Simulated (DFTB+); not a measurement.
DFTB+ input (SCC-DFTB): The folder sk holds the Slater-Koster set scc that CP2K ships.

```
Geometry = xyzFormat {
4

O      1.15230197    -0.04300574     0.03429933
C     -0.04514173     0.30991463     0.00244234
O     -1.09223509    -0.36937562    -0.03754919
H     -0.20968472     1.43956304     0.01134476
}
Hamiltonian = DFTB {
  SCC = Yes
  SCCTolerance = 1e-8
  MaxSCCIterations = 300
  Charge = -1
  SlaterKosterFiles = Type2FileNames {
    Prefix = "sk/"
    Separator = ""
    Suffix = ".spl"
    LowerCaseTypeName = Yes
  }
  MaxAngularMomentum {
    C = "p"
    H = "s"
    O = "p"
  }
  Filling = Fermi { Temperature [K] = 0 }
}
ParserOptions { ParserVersion = 14 }
```

From the last part of the output:

```
    2   2   1   1       0.76719348  p_x
    3   1   0   0       1.77106531  s
    3   2   1  -1       1.76598960  p_y
    3   2   1   0       1.57759661  p_z
    3   2   1   1       1.55215746  p_x
    4   1   0   0       1.17240088  s

Fermi level:                         0.1978358351 H            5.3834 eV
Band energy:                        -2.5748017646 H          -70.0639 eV
TS:                                  0.0000000000 H            0.0000 eV
Band free energy (E-TS):            -2.5748017646 H          -70.0639 eV
Extrapolated E(0K):                 -2.5748017646 H          -70.0639 eV
Input / Output electrons (q):     18.0000000000     18.0000000000

Energy H0:                          -9.1913117768 H         -250.1083 eV
Energy SCC:                          0.2069843269 H            5.6323 eV
Total Electronic energy:            -8.9843274500 H         -244.4760 eV
Repulsive energy:                    0.2488830917 H            6.7725 eV
Total energy:                       -8.7354443583 H         -237.7035 eV
Extrapolated to 0:                  -8.7354443583 H         -237.7035 eV
Total Mermin free energy:           -8.7354443583 H         -237.7035 eV
Force related energy:               -8.7354443583 H         -237.7035 eV

Non-constrained calculation

SCC converged

Warning: dipole moment is not defined absolutely!
Dipole moment:   -0.05054237    0.34699208    0.00273455 au
Dipole moment:   -0.12846590    0.88196596    0.00695052 Debye
```

The dipole moment of an ion depends on the origin.
